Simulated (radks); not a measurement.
Ag12+, configuration [Ar] 3d10 4s2 4p5. Method: scalar-relativistic Kohn-Sham, BLYP, spin-polarised, spherical densities, finite nucleus; open shells are filled with parallel spins first (spin-orbit coupling, left out, can overturn this in heavy ions); Fermi nuclear charge, rms radius 4.5454 fm; computed with a radial shooting solver on a logarithmic mesh with Libxc functionals. Some entries of the table are withheld. Estimate them.

orbital,occ.,eigenvalue (eV),<r^2> (bohr^2),<1/r> (bohr^-1)
1s up,1,-25598.99,0.001308,49.43
1s down,1,-25598.67,0.001308,49.43
2s up,1,-3996.310,0.02144,11.23
2s down,1,-3996.131,0.02144,11.23
2p up,3,-3612.764,0.01689,10.85
2p down,3,-3612.477,0.01689,10.85
3s up,1,-941.0283,0.1540,3.962
3s down,1,-940.7041,0.1540,3.962
3p up,3,-815.0069,0.1551,3.778
3p down,3,-814.6405,0.1550,3.779
3d up,5,-617.1332,0.1392,3.559
3d down,5,-616.7622,0.1391,3.560
4s up,1,-327.9102,0.7887,(1)
4s down,1,-326.0149,0.7892,(2)
4p up,3,-287.0077,0.8756,1.553
4p down,2,-285.1263,0.8772,1.552

Answer. 
(1) 4s up <1/r> (bohr^-1): 1.661
(2) 4s down <1/r> (bohr^-1): 1.661
